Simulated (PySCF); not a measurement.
**Radial density of Rh⁺ (rhodium, charge +1)**

UHF, [Kr] 4d8, high-spin 3F determinant. All numbers are calculated (PySCF 2.14, a scalar-relativistic core potential, in aug-cc-pVDZ-PP with ECP28MDF). This is the valence pseudo-density: the core potential removes the inner electrons and smooths the orbitals near the nucleus.

| r (bohr) | 4πr²ρ (e/bohr) | 4πr²(ρα − ρβ) |
| --- | --- | --- |
| 0.0198 | 1.240e-05 | 0.0000 |
| 0.0333 | 3.190e-05 | 0.0000 |
| 0.0561 | 7.980e-05 | 0.0000 |
| 0.0943 | 0.0003252 | 0.0000 |
| 0.159 | 0.003406 | 0.0005 |
| 0.267 | 0.05846 | 0.0075 |
| 0.449 | 1.407 | 0.1187 |
| 0.755 | 11.89 | 0.9232 |
| 1.27 | 11.84 | 1.5019 |
| 2.14 | 2.512 | 0.5029 |
| 3.59 | 0.1856 | 0.0270 |
| 6.04 | 0.002517 | 0.0001 |

Energies and moments cover only the electrons outside the core potential.
